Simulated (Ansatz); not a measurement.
Be₉O₉H₂₆⁻. The state is a doublet with charge -1. Geometry r2SCAN-D4/def2-SVP, loosely relaxed, that of the neutral singlet.

```
atom   x (Å)   y (Å)   z (Å)
 Be1  -2.449   0.711   0.623
 Be2  -1.636   0.309  -2.145
 Be3  -0.175   1.797  -0.369
 Be4  -2.121  -2.164   0.144
 Be5  -0.390   0.858   2.356
 Be6   0.096  -0.493   0.034
 Be7   2.647   0.867  -0.214
 Be8   2.415  -0.002   1.934
 Be9   2.159   2.289   1.563
 O10  -2.574   0.995  -1.039
 O11  -2.823  -0.896   0.815
 O12  -2.413  -1.406  -1.714
 O13  -0.648   0.727   0.816
 O14  -0.067   0.331  -1.456
 O15   1.523   2.103  -0.007
 O16  -0.499  -1.946   0.121
 O17   1.294   1.154   2.515
 O18   1.758  -0.483   0.414
 H19  -3.051   1.632   1.453
 H20  -1.658   0.400  -3.516
 H21  -0.686   2.972  -0.846
 H22   1.964   2.472  -2.984
 H23  -2.599  -3.454   0.130
 H24  -0.982   0.615   3.546
 H25   0.697  -2.452   3.147
 H26   1.532  -0.383  -3.957
 H27   3.432   0.700  -1.306
 H28   0.442  -4.823   0.377
 H29   3.091  -0.876   2.708
 H30   2.650   3.441   2.064
 H31   3.273   1.139   1.216
 H32  -2.820   1.919  -1.197
 H33   1.357   2.929  -3.026
 H34  -3.439  -1.051   1.542
 H35   0.006  -2.245   2.908
 H36  -3.336  -1.096  -1.622
 H37  -2.402  -2.066  -2.427
 H38   0.798  -0.227  -4.089
 H39   0.596   0.289  -2.168
 H40   1.704   2.902  -0.536
 H41  -0.309  -4.704   0.391
 H42  -0.002  -2.771   0.179
 H43   1.445   1.300   3.467
 H44   2.201  -1.309   0.157
```

Single mean-field runs in def2-TZVP are fitted with def2-universal-jkfit. At LDA (SPW92)/def2-TZVP, PBE-D4/def2-TZVP, PBE0-D4/def2-TZVP the highest occupied level of the charge -1 doublet lies above zero (up to 1.33 eV). By energy differences its removal costs 0.29 eV (vertical, to the charge 0 singlet, at PBE-D4/def2-TZVP); self-interaction error and the lack of diffuse functions both raise the level. At LDA (SPW92)/def2-TZVP, PBE-D4/def2-TZVP the gap within one spin of the charge -1 doublet nearly closes, so an electron or hole may be smeared out by delocalisation error. The geometry of the charge -1 doublet is only loosely relaxed. In the doublet geometry the species has come apart into loosely held pieces.

**Question.** Estimate the α-spin orbital energies around the gap (eV) in Ansatz with LDA (SPW92)/def2-TZVP, PBE-D4/def2-TZVP, PBE0-D4/def2-TZVP.

**Answer.** 
```
orbital  LDA (SPW92)/def2-TZVP  PBE-D4/def2-TZVP  PBE0-D4/def2-TZVP
 HOMO−5                  -4.15             -4.12              -5.36
 HOMO−4                  -3.81             -3.75              -5.15
 HOMO−3                  -3.56             -3.50              -4.92
 HOMO−2                  -3.33             -3.26              -4.65
 HOMO−1                  -2.96             -2.92              -4.30
   HOMO                   1.14              1.33               1.18
   LUMO                   1.26              1.46               2.01
 LUMO+1                   1.32              1.49               2.21
 LUMO+2                   1.51              1.76               2.51
 LUMO+3                   1.88              2.16               2.90
 LUMO+4                   2.12              2.35               2.95
 LUMO+5                   2.21              2.41               3.07
 β HOMO                  -2.95             -2.92              -4.29
 β LUMO                   1.30              1.51               2.22
```
